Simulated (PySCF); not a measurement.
## Deuteron quadrupole couplings in `CC[SiH2]S[Si](C)(N)N`

C3H14N2SSi2.
Cartesian coordinates in Å at the GFN2-xTB level; atoms count from 1:
```
atom  x, y, z in Å
C1     2.965    1.626    0.507
C2     1.967    0.477    0.438
Si3    0.543    0.685    1.674
S4    -0.820   -0.964    1.604
Si5   -1.494   -1.047   -0.470
C6    -2.047    0.644   -1.112
N7    -0.115   -1.573   -1.366
N8    -2.841   -2.126   -0.602
H9     3.408    1.688    1.498
H10    3.767    1.492   -0.218
H11    2.475    2.575    0.300
H12    1.571    0.399   -0.577
H13    2.489   -0.462    0.635
H14    1.006    0.643    3.057
H15   -0.199    1.918    1.405
H16   -2.576    0.538   -2.053
H17   -1.197    1.297   -1.278
H18   -2.713    1.136   -0.411
H19    0.479   -2.270   -0.946
H20   -0.241   -1.775   -2.344
H21   -2.703   -3.078   -0.299
H22   -3.733   -1.803   -0.262
```

Level: PBE0/pcSseg-1 (PySCF, non-relativistic); Q(2H) = 0.00286 b; rigid geometry, the same for H and D, with no vibrational averaging.

Question: Rank these positions by the coupling χzz of a deuteron there, largest first.
A. H13 (methylene hydrogen)
B. H14 (Si–H hydrogen)
C. H19 (N–H hydrogen)
D. H16 (methyl hydrogen)
E. H12 (methylene hydrogen)

Answer: C (287 kHz), D (222 kHz), A (209 kHz), E (204 kHz), B (111 kHz).

Question: Tabulate Vzz, the asymmetry η and χzz = 234.96 MHz × Q × Vzz for every hydrogen position.

Answer: 
```tsv
atom	bonded to	bond length (Å)	Vzz (au)	η	χzz (kHz)
H9	C1	1.088	0.3142	0.02	211
H10	C1	1.089	0.3138	0.02	211
H11	C1	1.088	0.3144	0.02	211
H12	C2	1.092	0.3036	0.01	204
H13	C2	1.092	0.3105	0.02	209
H14	Si3	1.459	0.1657	0.02	111
H15	Si3	1.464	0.1625	0.01	109
H16	C6	1.084	0.3297	0.02	222
H17	C6	1.084	0.3282	0.02	221
H18	C6	1.085	0.3272	0.02	220
H19	N7	1.008	0.4264	0.16	287
H20	N7	1.007	0.4297	0.16	289
H21	N8	1.009	0.4242	0.16	285
H22	N8	1.008	0.4266	0.16	287
```

Question: Average by the element that carries the hydrogen.

Answer: on C: 213 kHz over 8 positions, mean bond length 1.088 Å; on Si: 110 kHz over 2 positions, mean bond length 1.462 Å; on N: 287 kHz over 4 positions, mean bond length 1.008 Å.

Question: How does χzz go with the bond length over the 8 C–H bonds?

Answer: A straight-line fit has a slope of -18.6 kHz for each 0.01 Å, with a correlation coefficient of -0.94, over lengths from 1.084 to 1.092 Å. The longer bonds have the smaller couplings here.

Question: A static deuteron (I = 1) shows a doublet split by (3/2)χ, (3/4)χ(1 + η) and (3/4)χ(1 − η) with the field along z, y and x of the gradient. What are these for H11?

Answer: With |χ| = 211.2 kHz and η = 0.023: 317, 162 and 155 kHz, to first order and without motion.

Isolated species at its GFN2-xTB geometry (one conformer only). GFN2-xTB bond lengths can be off by several hundredths of an ångström, more for odd bonds, and the gradients follow them. The small basis limits the accuracy of the gradients.
